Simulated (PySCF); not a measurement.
## Phosphorus: a sound run and one with changed settings

Sound run: P⁺ [Ne] 3s2 3p2, P²⁺ [Ne] 3s2 3p1. Computed with PySCF 2.14 in def2-SVP (4s3p1d, 18 functions), with no relativity, point nucleus. The sound run starts from symmetry-adapted Hartree-Fock orbitals and uses a fine grid where one is needed.

Changed run: 26 angular points. This setting is unsound on purpose.

```tsv
species	method	sound run (hartree)	changed run (hartree)	converged
P⁺	UHF	-340.23220	-340.23220	yes
P⁺	MN15	-340.62191	-340.62115	yes
P⁺	BP86	-340.79226	-340.79221	yes
P²⁺	UHF	-339.52698	-339.52698	yes
P²⁺	MN15	-339.89302	-339.89174	yes
P²⁺	BP86	-340.06230	-340.06216	yes
```

Ionisation energy of P⁺:

```
method  sound run (eV)  changed run (eV)
   UHF          19.190            19.190
  MN15          19.834            19.848
  BP86          19.863            19.866
```

A coarse angular grid integrates products of high-l functions wrongly, so density functionals can shift, and the SCF can exploit the error; Hartree-Fock and MP2 need no grid.

For comparison, NIST gives 19.769 eV between the lowest levels.
